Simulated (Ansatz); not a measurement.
Molecule: IrO3, net charge 0, quartet state. The spin state was set by rule; other spins were not relaxed. SMILES: [O]=[Ir](=[O])=[O]
Geometry from a B3LYP-D3(BJ)/def2-TZVP (Ansatz, a quantum-chemistry and plane-wave program) optimisation:
```xyz
4

Ir     0.0357    -0.0282    -0.0412
O     -1.2628    -1.1974     0.0197
O     -0.2448     1.4594    -0.9161
O      1.1645     0.0094     1.2933
```
Charge 0, spin multiplicity 4.

Parts of the frozen-core correlation energy in def2-SVP (Ansatz, hartree). Frozen orbitals: 7; correlated occupied orbitals by spin: 15 and 12; virtual: 52 and 55. UHF or UKS for open shells. No spin-orbit coupling. Past Kr the def2 sets carry scalar-relativistic core potentials.

```tsv
term	value
reference (HF)	-327.68496
MP2 opposite-spin	-0.52225
MP2 same-spin	-0.23132
CCSD correlation	-0.80589
(T)	-0.03816
T1 diagnostic	0.118
largest doubles amplitude	0.057
<S^2> of the reference	3.805
```
